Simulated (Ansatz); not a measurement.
Computed with Ansatz on PBE0-D4/def2-TZVP structures; ΔE is electronic, products minus reactants. CBS: MP2 limit from def2 TZ/QZ plus the TZ coupled-cluster correction, frozen cores. Functionals use def2-TZVPP. B3LYP here is the variant with VWN-RPA as its local correlation; programs differ in this. One conformer a species, not always the lowest.

`CCCCCCCCCCS` + `CCCCC#N` → `CCCCCCCCCC#N` + `CCCCCS`  (formal exchange of groups at a C–C bond)

`CCCCCCCCCCS`:

Z-matrix (Å, degrees):
```
C
C 1 1.519
H 1 1.092 2 111.7
H 1 1.094 2 111.1 3 -120.2
H 1 1.094 2 111.1 3 120.2
C 2 1.520 1 113.1 3 179.9
H 2 1.096 1 109.7 3 57.9
H 2 1.096 1 109.7 3 -58.0
C 6 1.521 2 113.1 1 179.9
H 6 1.096 2 108.9 1 57.2
H 6 1.098 2 109.3 1 -58.1
C 9 1.523 6 114.5 2 176.5
H 9 1.097 6 109.2 2 -60.7
H 9 1.096 6 108.6 2 54.4
C 12 1.521 9 114.5 6 65.2
H 12 1.097 9 109.3 6 -57.5
H 12 1.096 9 109.0 6 -172.9
C 15 1.521 12 112.7 9 177.0
H 15 1.098 12 109.2 9 55.5
H 15 1.094 12 109.6 9 -60.4
C 18 1.522 15 114.6 12 -176.3
H 18 1.097 15 109.3 12 60.8
H 18 1.096 15 108.7 12 -54.4
C 21 1.521 18 113.9 15 -64.8
H 21 1.094 18 109.0 15 173.0
H 21 1.098 18 109.4 15 57.5
C 24 1.519 21 114.0 18 -178.5
H 24 1.096 21 109.6 18 -55.7
H 24 1.095 21 109.9 18 61.0
S 27 1.821 24 110.3 21 64.6
H 27 1.093 24 110.3 21 -56.0
H 27 1.091 24 110.1 21 -175.8
H 30 1.342 27 96.8 24 173.4
```

`CCCCC#N`:

Cartesian coordinates in Å:
```
C 1.236 -1.601 -0.658
C 0.152 -0.835 0.079
C 0.335 0.669 -0.019
C -0.748 1.462 0.712
C -2.074 1.238 0.156
N -3.112 1.050 -0.301
H 1.089 -2.679 -0.573
H 1.241 -1.350 -1.722
H 2.228 -1.368 -0.260
H -0.830 -1.106 -0.323
H 0.143 -1.129 1.135
H 1.303 0.955 0.406
H 0.353 0.974 -1.070
H -0.775 1.186 1.771
H -0.540 2.535 0.668
```

`CCCCCCCCCC#N`:

Cartesian coordinates in Å:
```
C -0.912 -1.967 -2.115
C 0.524 -1.651 -2.500
C 1.283 -0.764 -1.519
C 1.465 -1.364 -0.121
C 0.377 -1.050 0.912
C 0.637 0.198 1.752
C 0.617 1.531 1.012
C -0.708 1.883 0.349
C -1.897 1.936 1.311
C -1.689 2.870 2.407
N -1.501 3.612 3.265
H -1.405 -2.553 -2.894
H -0.967 -2.545 -1.189
H -1.496 -1.053 -1.972
H 1.077 -2.590 -2.623
H 0.531 -1.168 -3.483
H 0.783 0.207 -1.452
H 2.269 -0.561 -1.949
H 2.425 -1.033 0.292
H 1.556 -2.450 -0.230
H 0.295 -1.895 1.603
H -0.598 -0.979 0.422
H 1.614 0.091 2.235
H -0.087 0.231 2.573
H 1.400 1.545 0.248
H 0.875 2.325 1.721
H -0.614 2.853 -0.148
H -0.957 1.157 -0.430
H -2.094 0.951 1.742
H -2.804 2.233 0.778
```

`CCCCCS`:

Cartesian coordinates in Å:
```
C -0.090 0.326 2.554
C 0.480 0.126 1.160
C -0.452 0.633 0.072
C 0.124 0.554 -1.334
C 0.502 -0.839 -1.809
S -0.847 -2.052 -1.793
H -0.272 1.386 2.757
H -1.044 -0.198 2.664
H 0.587 -0.049 3.324
H 1.448 0.637 1.080
H 0.683 -0.939 1.008
H -1.389 0.068 0.110
H -0.711 1.677 0.281
H -0.591 0.986 -2.043
H 1.026 1.178 -1.394
H 0.929 -0.800 -2.813
H 1.263 -1.281 -1.162
H -1.645 -1.411 -2.662
```

```csv
level,ΔE (eV)
r2SCAN-D4,0.17
B3LYP-D4,0.14
ωB97M-V,0.13
CCSD/CBS(def2),0.20
```

(1) What does CCSD(T)/CBS give? (Estimate.)

Largest T1 diagnostic among the species: 0.011.

Answers

(1) The calculation gave: +0.16 eV. The listed levels differ from it by 0.01, -0.02, -0.03, 0.04 eV.

In def2-TZVPP, CCSD(T) changes the Hartree–Fock value by −0.23 eV (the triples alone add −0.03 eV) and MP2 by −0.25 eV. The D4 term adds −0.16 eV with B3LYP and −0.10 eV with PBE0; it sums over pairs of atoms, weighted by their polarisabilities, and B3LYP, whose exchange is more repulsive, gets the larger term.
